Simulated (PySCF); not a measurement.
Gas-phase reaction: HfCl₂(OH)₂ = HfO₂ + 2 Cl + H₂, at 1200 K and a standard pressure of 1 bar. Level: PBE/def2-TZVP†.

Method: PySCF energies plus ideal-gas RRHO corrections (1 bar). † marks an energy on the PBE0/def2-TZVP geometry and frequencies. Open shells (unrestricted): Cl (multiplicity 2, electronic degeneracy 6); the rest are closed-shell singlets. Spin-orbit splitting is ignored; it lowers the true energy and changes the entropy of Cl. Hf: scalar-relativistic def2 core potential, no spin-orbit coupling. HfCl₂(OH)₂: computed as isolated molecules; such fragments, hydroxides, amides, oligomers or adducts are transient or little studied in the gas. The harmonic model lacks anharmonicity and excited electronic states, which grow with temperature; levels with a mode under 35 cm⁻¹ are left out. Soft modes under 120 cm⁻¹ make the harmonic entropy rough for HfCl₂(OH)₂.

```json
[
 {"species": "HfCl₂(OH)₂", "E (Ha)": "-1119.96324", "H(1200 K) − E (kJ/mol)": "220.4", "S°(1200 K) (J/mol/K)": "586.5"},
 {"species": "HfO₂", "E (Ha)": "-198.43714", "H(1200 K) − E (kJ/mol)": "71.8", "S°(1200 K) (J/mol/K)": "348.4"},
 {"species": "Cl", "E (Ha)": "-459.95843", "H(1200 K) − E (kJ/mol)": "24.9", "S°(1200 K) (J/mol/K)": "197.2"},
 {"species": "H₂", "E (Ha)": "-1.16600", "H(1200 K) − E (kJ/mol)": "61.6", "S°(1200 K) (J/mol/K)": "171.2"}
]
```
E: electronic energy; H − E holds the zero-point and thermal terms. 1 Ha = 2625.5 kJ/mol.

### Question
Work out ΔH°, ΔS°, ΔG° and log10 K from these numbers.

### Answer
1. ΔE = 1×(-198.43714) + 2×(-459.95843) + 1×(-1.16600) − 1×(-1119.96324) = 0.44324 Ha = 1163.7 kJ.
2. Δ(H − E) = 1×(71.8) + 2×(24.9) + 1×(61.6) − 1×(220.4) = -37.2 kJ, so ΔH° = 1126.5 kJ.
3. ΔS° = 1×(348.4) + 2×(197.2) + 1×(171.2) − 1×(586.5) = 327.5 J/K; the number of gas molecules changes by +3.
4. ΔG° = ΔH° − TΔS° = 1126.5 − 1200×(327.5)/1000 = 733.5 kJ.
5. log10 K = −ΔG°/(RT ln 10) = -31.93, with RT ln 10 = 22.97 kJ/mol; at standard pressures the reactants are favoured.
6. A shift of 10 kJ in ΔE would move log10 K by 0.44 here.
For scale, ΔH°(298 K) is 1138 kJ at this level, 1221 kJ at ωB97M-V/def2-TZVP†, and runs from 1082 to 1289 kJ over the 17 levels computed.
